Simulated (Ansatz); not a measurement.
Program: Ansatz. Geometries: PBE0-D4/def2-TZVP. ΔE: electronic, gas phase. CBS: MP2 limit from def2 TZ/QZ plus the TZ coupled-cluster correction, frozen cores. Functionals use def2-TZVPP. B3LYP here is the variant with VWN-RPA as its local correlation; programs differ in this. HSE06 is defined as in plane-wave codes. Each species was taken in one conformer, which may not be the lowest.

Reaction (ligand exchange at the Si–C bond): `C=C([SiH3])C[SiH3]` + `NBS` → `[SiH3]NBS` + `C=CC[SiH3]`

`C=C([SiH3])C[SiH3]`:

Cartesian coordinates in Å:
```
C -1.231 1.418 0.275
C -0.684 0.270 -0.128
Si -0.563 -0.086 -1.960
C -0.159 -0.747 0.843
Si 1.669 -0.466 1.218
H -1.589 2.161 -0.429
H -1.345 1.659 1.331
H -1.344 -1.313 -2.284
H -1.103 1.066 -2.726
H 0.845 -0.339 -2.369
H -0.699 -0.695 1.795
H -0.278 -1.768 0.464
H 1.832 0.840 1.908
H 2.465 -0.450 -0.037
H 2.184 -1.550 2.099
```

`NBS`:

Cartesian coordinates in Å:
```
N -0.453 -1.081 0.125
B 0.313 0.073 -0.001
S -0.498 1.682 -0.225
H -1.459 -1.098 0.102
H -0.035 -1.986 0.250
H 1.504 0.003 0.037
H 0.627 2.406 -0.289
```

`[SiH3]NBS`:

Z-matrix (Å, degrees):
```
Si
N 1 1.741
H 1 1.487 2 110.5
H 1 1.480 2 107.5 3 120.4
H 1 1.487 2 110.6 3 -119.2
B 2 1.405 1 126.0 3 -120.8
H 2 1.012 1 116.6 3 59.2
S 6 1.812 2 120.2 1 -179.9
H 6 1.194 2 120.1 1 0.1
H 8 1.340 6 96.5 2 -180.0
```

`C=CC[SiH3]`:

Z-matrix (Å, degrees):
```
C
C 1 1.489
Si 1 1.887 2 111.3
H 1 1.096 2 110.9 3 -119.8
H 1 1.094 2 111.0 3 120.8
C 2 1.327 1 125.5 3 -106.0
H 2 1.089 1 115.9 3 71.9
H 3 1.486 1 110.0 2 65.0
H 3 1.488 1 110.0 2 -54.8
H 3 1.489 1 110.4 2 -174.6
H 6 1.086 2 121.5 1 -1.9
H 6 1.083 2 121.4 1 178.1
```

```json
{"level": "LDA (SPW92)", "ΔE (kcal/mol)": "-8.7", "difference from CCSD(T)/CBS": "2.5"}
{"level": "PBE-D4", "ΔE (kcal/mol)": "-8.7", "difference from CCSD(T)/CBS": "2.5"}
{"level": "revPBE-D4", "ΔE (kcal/mol)": "-8.4", "difference from CCSD(T)/CBS": "2.8"}
{"level": "BLYP-D4", "ΔE (kcal/mol)": "-9.8", "difference from CCSD(T)/CBS": "1.4"}
{"level": "r2SCAN-D4", "ΔE (kcal/mol)": "-10.6", "difference from CCSD(T)/CBS": "0.6"}
{"level": "B97M-V", "ΔE (kcal/mol)": "-11.2", "difference from CCSD(T)/CBS": "0.0"}
{"level": "PBE0-D4", "ΔE (kcal/mol)": "-9.6", "difference from CCSD(T)/CBS": "1.6"}
{"level": "r2SCANh-D4", "ΔE (kcal/mol)": "-10.7", "difference from CCSD(T)/CBS": "0.5"}
{"level": "r2SCAN0-D4", "ΔE (kcal/mol)": "-11.0", "difference from CCSD(T)/CBS": "0.2"}
{"level": "HSE06-D4", "ΔE (kcal/mol)": "-9.6", "difference from CCSD(T)/CBS": "1.6"}
{"level": "BHLYP-D4", "ΔE (kcal/mol)": "-11.7", "difference from CCSD(T)/CBS": "-0.5"}
{"level": "CAM-B3LYP-D4", "ΔE (kcal/mol)": "-11.4", "difference from CCSD(T)/CBS": "-0.2"}
{"level": "ωB97X-V", "ΔE (kcal/mol)": "-10.8", "difference from CCSD(T)/CBS": "0.4"}
{"level": "ωB97M-V", "ΔE (kcal/mol)": "-10.7", "difference from CCSD(T)/CBS": "0.5"}
{"level": "B2PLYP", "ΔE (kcal/mol)": "-12.0", "difference from CCSD(T)/CBS": "-0.8"}
{"level": "PBE-QIDH", "ΔE (kcal/mol)": "-11.1", "difference from CCSD(T)/CBS": "0.1"}
{"level": "revPBE", "ΔE (kcal/mol)": "-10.2", "difference from CCSD(T)/CBS": "1.0"}
{"level": "BLYP", "ΔE (kcal/mol)": "-11.9", "difference from CCSD(T)/CBS": "-0.7"}
{"level": "r2SCAN", "ΔE (kcal/mol)": "-10.9", "difference from CCSD(T)/CBS": "0.3"}
{"level": "PBE0", "ΔE (kcal/mol)": "-10.5", "difference from CCSD(T)/CBS": "0.7"}
{"level": "B3LYP", "ΔE (kcal/mol)": "-12.2", "difference from CCSD(T)/CBS": "-1.0"}
{"level": "r2SCANh", "ΔE (kcal/mol)": "-11.0", "difference from CCSD(T)/CBS": "0.2"}
{"level": "r2SCAN0", "ΔE (kcal/mol)": "-11.3", "difference from CCSD(T)/CBS": "-0.1"}
{"level": "HSE06", "ΔE (kcal/mol)": "-10.5", "difference from CCSD(T)/CBS": "0.7"}
{"level": "BHLYP", "ΔE (kcal/mol)": "-13.2", "difference from CCSD(T)/CBS": "-2.0"}
{"level": "CAM-B3LYP", "ΔE (kcal/mol)": "-12.4", "difference from CCSD(T)/CBS": "-1.2"}
{"level": "LC-ωPBE", "ΔE (kcal/mol)": "-10.9", "difference from CCSD(T)/CBS": "0.3"}
{"level": "RPA@PBE/def2-TZVPP", "ΔE (kcal/mol)": "-11.3", "difference from CCSD(T)/CBS": "-0.1"}
{"level": "MP2/def2-SVP", "ΔE (kcal/mol)": "-10.4", "difference from CCSD(T)/CBS": "0.8"}
{"level": "CCSD/def2-SVP", "ΔE (kcal/mol)": "-11.0", "difference from CCSD(T)/CBS": "0.2"}
{"level": "CCSD(T)/def2-SVP", "ΔE (kcal/mol)": "-10.5", "difference from CCSD(T)/CBS": "0.7"}
{"level": "HF/def2-TZVPP", "ΔE (kcal/mol)": "-15.1", "difference from CCSD(T)/CBS": "-3.9"}
{"level": "MP2/def2-TZVPP", "ΔE (kcal/mol)": "-11.1", "difference from CCSD(T)/CBS": "0.1"}
{"level": "SCS-MP2/def2-TZVPP", "ΔE (kcal/mol)": "-12.0", "difference from CCSD(T)/CBS": "-0.8"}
{"level": "CCSD/def2-TZVPP", "ΔE (kcal/mol)": "-11.9", "difference from CCSD(T)/CBS": "-0.7"}
{"level": "CCSD(T)/def2-TZVPP", "ΔE (kcal/mol)": "-11.3", "difference from CCSD(T)/CBS": "-0.1"}
{"level": "HF/def2-QZVPP", "ΔE (kcal/mol)": "-15.2", "difference from CCSD(T)/CBS": "-4.0"}
{"level": "SCS-MP2/def2-QZVPP", "ΔE (kcal/mol)": "-12.0", "difference from CCSD(T)/CBS": "-0.8"}
{"level": "MP2/CBS(def2)", "ΔE (kcal/mol)": "-11.0", "difference from CCSD(T)/CBS": "0.2"}
{"level": "CCSD/CBS(def2)", "ΔE (kcal/mol)": "-11.8", "difference from CCSD(T)/CBS": "-0.6"}
{"level": "CCSD(T)/CBS", "ΔE (kcal/mol)": "-11.2", "difference from CCSD(T)/CBS": "0"}
```

Q: What do rigid-rotor, harmonic-oscillator terms from PBE0-D4/def2-TZVP frequencies (298.15 K, 1 bar) make of the CCSD(T)/CBS value? (Best estimate.)

A: The calculation gave: ΔZPE = +0.1 kcal/mol, ΔH = -11.1 kcal/mol, ΔS = 6 J/(mol·K), ΔG = -11.6 kcal/mol.

Largest T1 diagnostic among the species: 0.012.

From BLYP to BHLYP (50 % exact exchange), in def2-TZVPP and without D4, ΔE moves by −1.3 kcal/mol. In def2-TZVPP, CCSD(T) changes the Hartree–Fock value by +3.8 kcal/mol (the triples alone add +0.6 kcal/mol) and MP2 by +3.9 kcal/mol. Leaving LDA and LC-ωPBE aside and taking each functional with its dispersion term where it has one, the values spread over 3.6 kcal/mol, from B2PLYP to revPBE-D4. LDA lies +1.0 kcal/mol from PBE without D4.
